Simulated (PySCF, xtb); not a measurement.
# CHFSn: which of two structures lies lower

Structure a: a triplet given by its coordinates. Structure b: a triplet given by its coordinates. Both are isolated molecules in the gas phase, relaxed with PBE0-D4/def2-SVP.

a (Å):

```csv
atom,x (Å),y (Å),z (Å)
C,-2.6176,-1.3601,0.1705
F,-3.3695,-2.1094,0.9641
Sn,-2.4047,0.7882,0.3996
H,-2.1396,-1.9983,-0.5964
```

Close contacts (Å): C1–F2 1.33, C1–Sn3 2.17, C1–H4 1.11.

b (Å):

```tsv
atom	x (Å)	y (Å)	z (Å)
C	0.4540	-0.2141	-0.9881
F	-1.6658	0.3619	1.1102
Sn	-0.4983	1.4502	-0.0304
H	1.1615	-0.7008	-1.6754
```

Close contacts (Å): C1–Sn3 2.14, F2–Sn3 1.96, C1–H4 1.10.

Estimate E(b) − E(a) at the level CCSD(T)/def2-TZVP.

Calculated at CCSD(T)/def2-TZVP: E(b) − E(a) = −11.9 kJ/mol, so structure b lies lower.

How the difference moves with the method:

```csv
level,geometry,E(b) − E(a) (kJ/mol),departure from the last row (kJ/mol),"job, with rough time for the two"
PBE0-D4/def2-SVP,PBE0-D4/def2-SVP,+29.9,+41.8,"optimisation, 92 s"
HF/def2-TZVP,PBE0-D4/def2-SVP,−41.7,−29.8,part of the CCSD(T) run
MP2/def2-TZVP,PBE0-D4/def2-SVP,−16.7,−4.7,part of the CCSD(T) run
CCSD(T)/def2-TZVP,PBE0-D4/def2-SVP,−11.9,,"single point, 18 min"
```

PBE0-D4/def2-SVP puts the two in the other order. The largest departure from CCSD(T)/def2-TZVP is that of PBE0-D4/def2-SVP, 41.8 kJ/mol. At CCSD(T)/def2-TZVP a singlet with the links of a lies below this triplet. Levels run at GFN2-xTB geometries aren't shown. The triplet state of b needn't be its ground state.

With thermal terms from frequencies at re-optimised GFN2-xTB minima (ideal gas, soft modes damped towards free rotors, one conformer each, 298.15 K, 1 atm): the zero-point term adds −12.1 kJ/mol; ΔH is −20.9 and ΔG −28.2 kJ/mol.

Open shells are spin-unrestricted. The correlated steps freeze 6 core orbitals; the filled d shell of Sn is correlated, in a basis made for valence electrons. Atoms past krypton carry core potentials in the def2 sets and no spin–orbit term is included. Codes used: PySCF 2.14.0, xtb 6.7.1; the last row on 2 threads of Arm Neoverse V1 on a shared host.
